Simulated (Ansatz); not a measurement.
Input file for Ansatz (a first-principles code): U-r2SCAN/def2-TZVPP on CdH3N (SMILES [NH2][CdH]), a point of a bond scan (R = 2.898 Å). Elements past Kr take the def2 small-core potentials; no spin–orbit coupling.

Ansatz 0.2 input:
```yaml
crystal:
  periodic: [false, false, false]
  atoms:
    - {symbol: Cd, position_ang: [-0.19315055, -0.04077904, -0.22746535]}
    - {symbol: H, position_ang: [-1.97137334, -0.38303314, -2.49008902]}
    - {symbol: N, position_ang: [1.16167798, 0.26842501, 1.25041043]}
    - {symbol: H, position_ang: [1.49906634, -0.57553431, 1.69861765]}
    - {symbol: H, position_ang: [0.84969212, 0.89030603, 1.98723929]}
basis:
  gaussian:
    orbitals: def2-TZVPP
hamiltonian:
  xc: {name: r2SCAN}
magnetization: {spin_polarized: true, initial_magnetization: 0}
```

It printed:

```
WARN ansatz: RAYON_NUM_THREADS=1 ignored (pool sized by the plan → 1); use --threads N
Functional definition: r2SCAN
integrals: 0.03 GiB planned
714 factors; their error is unknown
mean field: 0.44 GiB planned
mean field evaluation 1: about -6089.8500 eV, gradient 5.3e1 eV
mean field evaluation 2: about -6014.5665 eV, gradient 1.1e2 eV
mean field evaluation 4: about -6096.7741 eV, gradient 2.5e1 eV
mean field evaluation 8: about -6102.3418 eV, gradient 3.5e-1 eV
mean field evaluation 16: about -6102.3350 eV, gradient 3.9e-3 eV
mean field evaluation 32: about -6102.4567 eV, gradient 1.7e-3 eV
mean field -6102.45672200 eV, -224.2611481398 hartree, gradient 4.1e-5 eV, S^2 0.488418; 2 other end points of the search recorded, 0 dependent functions left out
reference -6102.45673852 eV, -224.2611487470 hartree; 15, 15 occupied and 114, 114 virtual orbitals, 714 factors
Total energy: -6102.45673852 eV, -224.2611487470 hartree
```

The calculation finished and met its thresholds. Its determinant has ⟨S²⟩ = 0.49, a mixture of spin states.

Cost: around 12 core-seconds (rough).
